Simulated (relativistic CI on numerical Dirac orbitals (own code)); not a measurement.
**Hyperfine structure of Rh¹³⁺, mass number 103**

Method of calculation: Dirac-Coulomb-Breit CI, KLI orbitals optimised for each configuration, model QED (radiative potential, 1s self-energy scaled to tabulated hydrogen-like ionisation energies), unscaled Slater integrals (own radial code, finite nucleus).

CI space (outside the closed core [Ar] 3d10): 4s²4p², 4s4p³, 4p⁴, 4s²4p4d, 4s4p²4d, 4s²4p4f, 4s4p²4f, 4p³4d, 4s4p4d², 4s²4p5s, 4s²4d4f, 4s²4p5p, 4s²4d², 4s4d³, 4s4d²4f, 4p²4d², 4p4d³, 4p4d²4f, 4p4d²5s, 4s²4f², 4s4d4f², 4s4f³, 4s²4d5s, 4s4d²5s, 4s4d4f5s. Double excitations out of closed p, d and f shells are left out; levels of such configurations are missing from the list, as are those of other unlisted configurations, and high levels can miss mixing partners. These lack a partner that the ground configuration has and come out too high: 4s²4p5p.

Nuclear spin I = 1/2, μ = -0.08829 μN (tables of Stone and Pyykkö). The electronic factors are computed for point nuclear moments, without core polarisation or the Bohr-Weisskopf and QED corrections.

```csv
Level,E (eV),A (MHz)
4s²4p² ³P1,3.7423,200.4
4s²4p² ³P2,5.3253,-2145
4s²4p² ¹D2,10.5247,-1288
4s4p³ ⁵S°2,31.8405,-5627
4s4p³ ³D°1,39.3269,3142
4s4p³ ³D°2,39.6805,-3806
4s4p³ ³D°3,41.1709,-5131
4s4p³ ³P°1,45.7517,-6312
```

Levels with J = 0, under 50 % of one LS term, or S terms without an open s electron are left out. Small factors come from cancelling terms and can be off by tens of per cent or more.

At this charge energies of transitions that change n are usually good to better than 1 %, and those within a shell (Δn = 0) to a few per cent.

Question: Give the hyperfine levels of 4s²4p² ³P2 relative to its centre of gravity.

Answer: With K = F(F + 1) − I(I + 1) − J(J + 1), E = AK/2: F = 3/2: 3218, F = 5/2: -2145 MHz.

LS names give the leading component of a level, which can be under half, so a name can repeat, a term be missing and a line seem to break the LS rules.
